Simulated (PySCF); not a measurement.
Gas-phase reaction: HfCl2(OH)2 + 2 HOCl → HfCl4 + 4 OH

Method: PySCF energies plus ideal-gas RRHO corrections (1 bar). † marks an energy on the PBE0/def2-TZVP geometry and frequencies; other levels use their own. MP2 and CCSD(T) freeze the core. Open shells (unrestricted): OH (multiplicity 2, electronic degeneracy 4); the rest are closed-shell singlets. Spin-orbit splitting is ignored; it lowers the true energy and changes the entropy of OH. B3LYP is the form with VWN-RPA correlation. Hf: scalar-relativistic def2 core potential, no spin-orbit coupling. HfCl2(OH)2: computed as isolated molecules; such fragments, hydroxides, amides, oligomers or adducts are transient or little studied in the gas. MP2 isn't extrapolated to the basis-set limit; its ΔH°(298 K) is 552.0 kJ in def2-SVP and 609.8 kJ in def2-TZVPP. CCSD(T) isn't extrapolated to the basis-set limit; its ΔH°(298 K) is 486.1 kJ in def2-SVP and 536.7 kJ in def2-TZVPP. The harmonic model lacks anharmonicity and excited electronic states, which grow with temperature; levels with a mode under 35 cm⁻¹ are left out. Soft modes under 120 cm⁻¹ make the harmonic entropy rough for HfCl2(OH)2, HfCl4.

```csv
level,"ΔE electronic, kJ","ΔH°(298 K), kJ","ΔS°(298 K), J/K","ΔG°(1400 K), kJ"
B3LYP/def2-TZVP†,564,536,240,196
CCSD(T)/def2-TZVPP†,565,537,240,197
MP2/def2-SVP†,580,552,240,212
PBE/def2-SVP,662,635,244,290
PBE/def2-TZVP†,647,618,240,279
PBE0/def2-TZVP,563,535,240,195
ωB97M-V/def2-TZVP†,596,568,240,229
```
ΔH° is lowest at PBE0/def2-TZVP and highest at PBE/def2-SVP. No reference value is set beside these.
